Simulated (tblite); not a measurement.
A tight-binding relaxation on `C[S][GaH][CH2][C@@H]1C=CCC1`.

Computed with GFN2-xTB geometry optimisation, gas phase (tblite 0.8.0). Start geometry: from a force field or distance geometry. The command runs a driver script over a list of jobs; the input below is this job's line of settings and its coordinates in Å.

Command:
```bash
OMP_NUM_THREADS=1 python probes_run.py task.json out
```

Input:
```
{"job": {"kind": "relax", "xc": "GFN2-xTB", "basis": "xTB"}, "charge": 0, "multiplicity": 1}
C      4.397900     0.937800    -0.091000
S      2.687100     0.824700    -0.764200
Ga     1.927500    -0.753300     0.748900
C      0.137600    -1.088000     0.205100
C     -0.847900    -0.175400    -0.462400
C     -1.158800     1.052800     0.309000
C     -2.481400     1.241200     0.344900
C     -3.175800     0.166200    -0.393600
C     -2.165100    -0.933100    -0.518000
H      4.307300     0.929700     1.039300
H      4.851700     1.905300    -0.399400
H      4.939000     0.076100    -0.465100
H      2.645400    -1.914700     1.519900
H     -0.344700    -1.431300     1.168900
H      0.278200    -1.975200    -0.442900
H     -0.513600     0.075400    -1.496700
H     -0.474900     1.748800     0.809100
H     -3.005500     2.042700     0.844500
H     -4.065600    -0.196200     0.183600
H     -3.470800     0.593200    -1.367900
H     -2.263700    -1.635700     0.322300
H     -2.214200    -1.471700    -1.480800
```

Output:
```
step      E/eV     max force
  0    -707.62588    2.110
  1    -707.85286    1.377
  2    -707.94644    0.986
  3    -708.02401    0.742
  4    -708.08825    0.661
  5    -708.14843    0.754
  6    -708.20953    0.729
  7    -708.25996    0.710
  8    -708.30485    0.542
  9    -708.34646    0.702
... (100 lines left out)
110    -708.68057    0.030
111    -708.68070    0.025
112    -708.68084    0.026
113    -708.68098    0.027
114    -708.68108    0.018
115    -708.68114    0.014
116    -708.68117    0.014
117    -708.68120    0.011
118    -708.68123    0.011
119    -708.68126    0.010
```

«max force» is the largest atomic force in eV/Å.

Question: From which step on does the largest force stay under 0.1 eV/Å, and how much energy is left to gain from there?

Answer: From step 100 (0.074 eV/Å), 4.6 meV above the end.

Main results: energy lowered by 24.3 kcal/mol over 119 steps; largest atomic force 0.010 eV/Å at the end.

Question: Give the final coordinates.

Answer: 0.414 Å rms from the input after alignment:
```
atom  x, y, z in Å
C1     4.4374    0.9466   -0.1714
S2     2.7515    0.7726   -0.8704
Ga3    1.8553   -0.6046    0.6608
C4    -0.0207   -1.4055    0.4128
C5    -0.8513   -0.3977   -0.3881
C6    -1.1012    0.8665    0.3839
C7    -2.3713    1.2262    0.3811
C8    -3.2203    0.2834   -0.4169
C9    -2.2761   -0.8936   -0.7240
H10    4.5011    0.4419    0.7971
H11    4.6414    2.0066   -0.0549
H12    5.1439    0.5081   -0.8701
H13    2.8796   -0.8890    1.8724
H14   -0.4975   -1.6118    1.3771
H15    0.0390   -2.3544   -0.1345
H16   -0.3023   -0.1487   -1.3111
H17   -0.2788    1.3904    0.8606
H18   -2.7921    2.0966    0.8550
H19   -4.1102   -0.0285    0.1327
H20   -3.5576    0.7760   -1.3327
H21   -2.5248   -1.7428   -0.0859
H22   -2.3552   -1.2189   -1.7597
```

Question: Estimate the wall time. Hardware: Arm Neoverse V1, one thread, shared host with 32 logical CPUs at a one-minute load of 25.

Answer: About 1.2 s.
Labels such as C1 count atoms from 1, the log's own numbers from 0.
